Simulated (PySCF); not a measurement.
**Electron correlation in Zn²⁺ (zinc, charge +2)**

[Ar] 3d9 4p1, one real determinant (an excited configuration). Calculation: PySCF 2.14, in aug-cc-pVTZ-PP with ECP10MDF; a scalar-relativistic core potential. Frozen: 3s2 3p6; 10 electrons correlated.

| level | correlation energy (mhartree) |
| --- | --- |
| CCSD | -342.62 |
| (T) | -7.38 |
| CCSD(T) | -350.00 |

Diagnostics: T1 = 0.0078, D1 = 0.0264, largest double amplitude 0.036.

The real determinant used has ⟨L²⟩ near 8 against 12 for a pure F term, so it mixes terms.

Cost of the coupled-cluster step: roughly 40 core-seconds, for 10 correlated electrons.

The reference is one real determinant that mixes LS terms of this configuration.
